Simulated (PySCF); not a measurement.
Bi(F)(Cl)2, BiCl2F, SMILES [F][Bi]([Cl])[Cl] at its B3LYP/def2-SVP optimised geometry (Å):

```
4

Bi    -1.1001    -1.0094     0.0000
F     -1.3767     1.0094     0.0000
Cl    -1.5447    -1.4076     2.4038
Cl     1.3767    -1.0094     0.0000
```

Method: B3LYP/def2-TZVP, def2 effective core potentials past Kr (PySCF). The core electrons that the potentials of Bi replace are not part of the density. Cells within 0.4 Å of a nucleus heavier than hydrogen are left out (blank, or x).

Map of the electrostatic potential (hartree/e), clipped to [-0.08, 0.12] on the plane z = 0.0 Å:

```
|222111111111111122222222222|
|221111111111111112222222222|
|221111100011111112222222222|
|211110000000111111222222222|
|211100000000011111122222222|
|211000000000001111112222222|
|211000134310001111111222222|
|211002899961001111111122222|
|22101599x993111111111112222|
|2211299xxx97212211111112222|
|3322399xxx99433222111111222|
|333448999999764332222222222|
|445679999999997555554322222|
|557899999999999999999642222|
|568999999999999999999964222|
|679999999999999999999995322|
|68999999xxx999999xxx9996322|
|68999999xxx999999xxx9997322|
|689999999x99999999x99996322|
|679999999999999999999994322|
|678999999999999999999953222|
|678999999999999889986432222|
|567899999999998654433222222|
|566789999999986543322222222|
|556678899999875433222222222|
|555666778877665433322222222|
|455556666666654433322222222|
```
Scale: ten equal steps from -0.052 (start of '0') to 0.120 (end of '9'), in the order '0123456789'; x runs from -3.50 to 3.50, y from -3.50 (bottom) to 3.50 (top).
